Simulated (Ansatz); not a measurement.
Input for Ansatz (a program for electronic structure): R-CAM-B3LYP/def2-TZVPPD on GeH4 (SMILES [GeH4]) with ghost functions. Files ending in .json are basis or fitting sets from the Basis Set Exchange.

Ansatz 0.2 input:
```yaml
crystal:
  periodic: [false, false, false]
  atoms:
    - {symbol: Ge, position_ang: [0.10995682, -0.34119825, 3.60034001]}
    - {symbol: H, position_ang: [1.33432481, 0.26690861, 2.90035563]}
    - {symbol: H, position_ang: [0.44345479, -0.59418716, 5.07891686]}
    - {symbol: H, position_ang: [-0.26102022, -1.66832171, 2.92419083]}
    - {symbol: H, position_ang: [-1.07136070, 0.63474221, 3.50304517]}
basis:
  gaussian:
    orbitals: def2-TZVPPD.json
    ghost_atoms:
      - {symbol: N, position_ang: [-0.44036939, 0.51231994, 0.14198750]}
      - {symbol: N, position_ang: [-0.11509484, 1.18972059, -0.64869821]}
hamiltonian:
  xc: {name: CAM-B3LYP}
scf: {lower_state_search: off}
```

The log:

```
Functional definition: CAM-B3LYP
[...]
these checks for a lower state are left out or cut short: stability, starts, cluster_reference, orbital_swaps, neighbouring_geometries, increment
integrals: 0.12 GiB planned
1004 factors; their error is unknown
integrals: 0.15 GiB planned
291 factors; integrals over basis functions are off by at most 3.6e-5 eV
mean field: 0.98 GiB planned
mean field evaluation 1: about -56585.8934 eV, gradient 1.7e1 eV
mean field evaluation 2: about -56585.9468 eV, gradient 1.7e1 eV
mean field evaluation 4: about -56586.1021 eV, gradient 1.9e-1 eV
mean field evaluation 8: about -56586.2754 eV, gradient 1.2e-2 eV
mean field -56586.27540450 eV, -2079.5072655605 hartree, gradient 2.5e-6 eV, S^2 0.000000; 0 other end points of the search recorded, 0 dependent functions left out
reference -56586.27551173 eV, -2079.5072695011 hartree; 18, 18 occupied and 178, 178 virtual orbitals, 1004 factors
Total energy: -56586.27551173 eV, -2079.5072695011 hartree
Checks for a lower state left out: stability, starts, cluster_reference, orbital_swaps, neighbouring_geometries, increment
```

The run converged.

Cost: very roughly 2.2 core-seconds.
